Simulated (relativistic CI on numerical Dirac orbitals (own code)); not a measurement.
## d4 in a ligand field

Computed with a parametric ligand-field model of a d^n configuration (Racah B and C, spin-orbit zeta, crystal field), exact diagonalisation.

Field parameters in Wybourne normalisation: Oh B⁴₀ = 21Dq, B⁴₄ = √(5/14) B⁴₀; Td as Oh with Dq negative (B⁴₀ = 21Dq, B⁴₄ = √(5/14) B⁴₀). The field is a parameter set, without covalency.

(1) Ground term and bands for B = 590, C = 2620, ζ = 0 cm⁻¹, Oh, 10Dq = 31750 cm⁻¹?

(2) Ground term and bands for B = 710, C = 3590, ζ = 0 cm⁻¹, Td, 10Dq = -7250 cm⁻¹?

(3) Ground term and bands for B = 530, C = 2650, ζ = 0 cm⁻¹, Oh, 10Dq = 36450 cm⁻¹?

(4) Ground term and bands for B = 710, C = 2760, ζ = 0 cm⁻¹, Td, 10Dq = -9850 cm⁻¹?

(5) Ground term and bands for B = 1040, C = 5020, ζ = 0 cm⁻¹, Oh, 10Dq = 22200 cm⁻¹?

Answers

(1) Ground term 3T1 with 0.01 electrons in the two orbitals of the cubic e set. Spin-allowed: 3E 29213 cm⁻¹ (342 nm), 3T1 29875 cm⁻¹ (335 nm), 3T2 30584 cm⁻¹ (327 nm), 3A1 31499 cm⁻¹ (317 nm). Lowest spin-forbidden: 1T2 7772 cm⁻¹ (1287 nm), 1E 8500 cm⁻¹ (1176 nm), 5E 15709 cm⁻¹ (637 nm).

(2) Ground term 5T2 with 2.00 electrons in the two orbitals of the cubic e set. Spin-allowed: 5E 7250 cm⁻¹ (1379 nm). Lowest spin-forbidden: 3T1 12200 cm⁻¹ (820 nm), 1A1 14421 cm⁻¹ (693 nm), 3T2 14876 cm⁻¹ (672 nm).

(3) Ground term 3T1 with 0.01 electrons in the two orbitals of the cubic e set. Spin-allowed: 3E 33837 cm⁻¹ (296 nm), 3T1 34518 cm⁻¹ (290 nm), 3T2 35192 cm⁻¹ (284 nm), 3A1 35879 cm⁻¹ (279 nm). Lowest spin-forbidden: 1T2 7716 cm⁻¹ (1296 nm), 1E 8287 cm⁻¹ (1207 nm), 1A1 18076 cm⁻¹ (553 nm).

(4) Ground term 5T2 with 2.00 electrons in the two orbitals of the cubic e set. Spin-allowed: 5E 9850 cm⁻¹ (1015 nm). Lowest spin-forbidden: 1A1 3726 cm⁻¹ (2684 nm), 3T1 6023 cm⁻¹ (1660 nm), 3T2 9441 cm⁻¹ (1059 nm).

(5) Ground term 5E with 1.00 electrons in the two orbitals of the cubic e set. Spin-allowed: 5T2 22200 cm⁻¹ (450 nm). Lowest spin-forbidden: 3T1 6979 cm⁻¹ (1433 nm), 1T2 20512 cm⁻¹ (488 nm), 1E 21840 cm⁻¹ (458 nm).
